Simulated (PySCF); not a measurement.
# CaH: frontier orbitals

r²SCANh at R = 1.988 Å; basis Ca aug-pcseg-1, H aug-pcseg-1; no relativity; PySCF 2.14. State: ²Σ⁺ (doublet), unpaired electrons σ ↑. Only the outer orbitals are listed, counted within each symmetry.

```csv
spin,orbital,occ.,ε (eV),on Ca (%),main shells (%)
α,4σ,1,-48.83,100,100 Ca s
α,2π,1,-29.19,100,100 Ca p
α,2π,1,-29.19,100,100 Ca p
α,5σ,1,-28.96,100,100 Ca p
α,6σ,1,-6.07,29,"70 H s, 19 Ca s, 9 Ca d"
α,7σ,1,-3.76,94,"57 Ca s, 28 Ca p, 10 Ca d"
α,3π,0,-1.50,100,"72 Ca p, 28 Ca d"
α,3π,0,-1.50,100,"72 Ca p, 28 Ca d"
α,8σ,0,-1.18,79,"64 Ca d, 21 H s, 19 Ca p"
β,4σ,1,-48.73,100,100 Ca s
β,2π,1,-29.11,100,100 Ca p
β,2π,1,-29.11,100,100 Ca p
β,5σ,1,-28.78,100,100 Ca p
β,6σ,1,-5.76,37,"63 H s, 19 Ca s, 11 Ca d"
β,7σ,0,-1.89,88,"53 Ca s, 27 Ca p, 9 H s"
β,8σ,0,-0.45,99,"58 Ca d, 39 Ca p"
β,3π,0,-0.41,99,"89 Ca d, 11 Ca p"
```

Task: Which are the highest filled and the lowest empty level, where do they sit, and how wide is the gap?

Result: Highest filled α 7σ at -3.76 eV (in %: 57 Ca s, 28 Ca p, 10 Ca d); lowest empty β 7σ at -1.89 eV (in %: 53 Ca s, 27 Ca p, 9 H s); the gap at r²SCANh is 1.87 eV.

```json
{
  "bond order (Mayer)": "0.90",
  "⟨S²⟩": "0.752",
  "charge on Ca (Mulliken, basis-dependent)": "0.40",
  "charge on Ca (Löwdin, basis-dependent)": "0.49",
  "dipole moment (positive dipole means Ca(−)H(+))": "-2.61 D"
}
```

The state is the lowest determinant that a PBE0 search found; another state may lie lower at other levels.
